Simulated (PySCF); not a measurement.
## Electron correlation in B⁺ (boron, charge +1)

[He] 2s1 3d1, high-spin 3D determinant (an excited configuration). Calculation: PySCF 2.14, in aug-cc-pwCVTZ (7s6p4d2f, 59 functions); the non-relativistic Hamiltonian (point nucleus). Frozen: 1s2; 2 electrons correlated.

With two correlated electrons CCSD is exact within the correlated space (frozen core and kept virtual orbitals).

| level | correlation energy (mhartree) |
| --- | --- |
| CCSD | -7.88 |

Diagnostics: T1 = 0.0082, D1 = 0.0163, largest double amplitude 0.078.

**Question.** Is a single reference adequate?

**Answer.** Mostly. T1 lies below 0.03, but a double amplitude of this size points to a near-degeneracy that CCSD handles and MP2 describes poorly.
